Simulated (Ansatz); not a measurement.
```yaml
crystal:
  periodic: [false, false, false]
  atoms:
    - {symbol: Ge, position_ang: [-0.699800, -0.696490, 2.104094]}
    - {symbol: Ge, position_ang: [2.101784, -0.702980, -0.700354]}
    - {symbol: Ge, position_ang: [-0.697971, 2.103028, -0.701816]}
    - {symbol: Ge, position_ang: [-2.102123, 0.702671, 0.699641]}
    - {symbol: Ge, position_ang: [0.699421, 0.696824, -2.104128]}
    - {symbol: Ge, position_ang: [0.698476, -2.102663, 0.702627]}
    - {symbol: H, position_ang: [-1.562178, -1.556354, 3.051484]}
    - {symbol: H, position_ang: [0.204730, 0.207426, 2.967636]}
    - {symbol: H, position_ang: [3.045911, -1.567235, -1.561938]}
    - {symbol: H, position_ang: [2.968797, 0.200710, 0.201100]}
    - {symbol: H, position_ang: [-1.558964, 3.049532, -1.564038]}
    - {symbol: H, position_ang: [0.207170, 2.967502, 0.200588]}
    - {symbol: H, position_ang: [-2.967735, -0.201373, -0.202796]}
    - {symbol: H, position_ang: [-3.047589, 1.566124, 1.560569]}
    - {symbol: H, position_ang: [-0.205675, -0.206734, -2.967462]}
    - {symbol: H, position_ang: [1.561770, 1.556478, -3.051750]}
    - {symbol: H, position_ang: [-0.206213, -2.968502, -0.198941]}
    - {symbol: H, position_ang: [1.560198, -3.047943, 1.565495]}
basis:
  gaussian: {orbitals: def2-TZVPD, initial_orbitals: start.molden}
hamiltonian: {xc: pbe0, dispersion: d4}
scf: {omitted_lower_state_checks: [starts]}
output: {orbitals: {seedname: orbitals}}
```

The file start.molden holds the orbitals of an earlier run on this structure, at another level or in another basis.

```sh
$ ansatz run in.yaml --threads 4 --pin off --events-out ev --progress --plain --max-ram 4787MiB
```

Problem. Does this run fit into the memory that it is given?

Solution. No. It has 432 basis functions, and Ansatz plans for 6 GiB where 5 GiB are given.
